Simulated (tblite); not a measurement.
Isomers of C6H10N (doublet state). Level: GFN2-xTB in tblite, geometry and Hessian alike; calculated harmonic values, unscaled, isolated species. Against measured fundamentals such values can be off by several per cent, at times by over 20. One conformer each. Open shells enter through the occupations alone, without spin polarisation, and single modes of such species can be off by tens of per cent.

Electronic energies: GFN2-xTB at the same geometries; isomer energies are rough at this level and their order can be wrong.

```tsv
SMILES	electronic energy, lowest = 0 (kcal/mol)
[H]/[C]=C/C(=C)CNC	35.3
C/C=N/C1C[CH]C1	4.7
[H]/N=[C]/[C@H]1C[C@@H](C)C1	0.0
[H]/[C]=C\[C@H](CC)N=C	30.7
```

Question: How do GFN2-xTB zero-point energies change the relative energies?

Answer: 
```csv
SMILES,ZPE (kcal/mol),of it from modes above 1550 cm⁻¹,electronic (kcal/mol),"with ZPE, lowest = 0 (kcal/mol)",lowest mode (cm⁻¹),rings
[H]/N=[C]/[C@H]1C[C@@H](C)C1,91.4,46.1,0.0,0.0,41,1
C/C=N/C1C[CH]C1,88.4,44.7,4.7,1.8,16,1
[H]/[C]=C\[C@H](CC)N=C,88.2,47.9,30.7,27.6,56,0
[H]/[C]=C/C(=C)CNC,88.6,47.9,35.3,32.5,84,0
```

The zero-point energies span 3.2 kcal/mol, from `[H]/[C]=C\[C@H](CC)N=C` to `[H]/N=[C]/[C@H]1C[C@@H](C)C1`. The order is unchanged.

Question: What do entropy and thermal enthalpy add at 298.15 K and 1 bar (rigid rotor, harmonic oscillator, one conformer each)?

Answer: 
```tsv
SMILES	point group	symmetry number	S (cal/(mol K))	H − H(0) (kcal/mol)	ZPE + H − H(0) − TS (kcal/mol)
[H]/N=[C]/[C@H]1C[C@@H](C)C1	C1	1	88.0	5.41	70.5
[H]/[C]=C\[C@H](CC)N=C	C1	1	93.0	6.16	66.6
[H]/[C]=C/C(=C)CNC	C1	1	89.0	5.83	67.9
```

S holds R ln(2S + 1) for the spin.

Not tabulated: `C/C=N/C1C[CH]C1` (lowest mode only 16 cm⁻¹).
